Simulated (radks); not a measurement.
The praseodymium ion Pr16+, configuration [Kr] 4d7.

Method: Dirac Kohn-Sham, PBE, spin-unpolarised, spherical densities, finite nucleus; open shells fill j = l - 1/2 first; Fermi nuclear charge, rms radius 4.8919 fm; computed with a radial shooting solver on a logarithmic mesh with Libxc functionals.

Energy parts (hartree):
| part | energy |
|---|---|
| total | -9152.9458 |
| kinetic | 9851.0441 |
| electron-nucleus | -21765.7747 |
| Hartree | 2965.6668 |
| exchange-correlation | -203.8820 |

Orbitals (lengths in bohr, moments of r in powers of bohr):
| orbital | occ. | eigenvalue (hartree) | <r> | small-component weight |
|---|---|---|---|---|
| 1s1/2 | 2 | -1548.480 | 0.02409 | 4.78e-02 |
| 2s1/2 | 2 | -260.1308 | 0.1026 | 1.04e-02 |
| 2p1/2 | 2 | -246.5995 | 0.08604 | 1.05e-02 |
| 2p3/2 | 4 | -228.8734 | 0.09234 | 9.80e-03 |
| 3s1/2 | 2 | -66.28801 | 0.2714 | 3.23e-03 |
| 3p1/2 | 2 | -60.54102 | 0.2610 | 3.17e-03 |
| 3p3/2 | 4 | -57.00905 | 0.2732 | 2.99e-03 |
| 3d3/2 | 4 | -47.00185 | 0.2442 | 2.87e-03 |
| 3d5/2 | 6 | -46.23892 | 0.2480 | 2.81e-03 |
| 4s1/2 | 2 | -22.72310 | 0.6008 | 1.08e-03 |
| 4p1/2 | 2 | -20.51107 | 0.6115 | 1.02e-03 |
| 4p3/2 | 4 | -19.66534 | 0.6342 | 9.70e-04 |
| 4d3/2 | 4 | -15.98311 | 0.6566 | 8.53e-04 |
| 4d5/2 | 3 | -15.82011 | 0.6635 | 8.40e-04 |

The highest occupied level is 4d5/2 at -430.49 eV. For comparison, the ionisation energy in NIST's Atomic Spectra Database is 445 eV (theoretical). In exact Kohn-Sham theory the highest level is minus the ionisation energy, but local and semilocal functionals leave it too shallow, through self-interaction and a potential that decays too fast; potentials with the right tail come closer. The density falls to 0.001 e/bohr^3 at r = 1.70 bohr.

Beside tabulated values, note that spin-unpolarised runs miss the spin-polarisation part of the exchange energy of open shells.
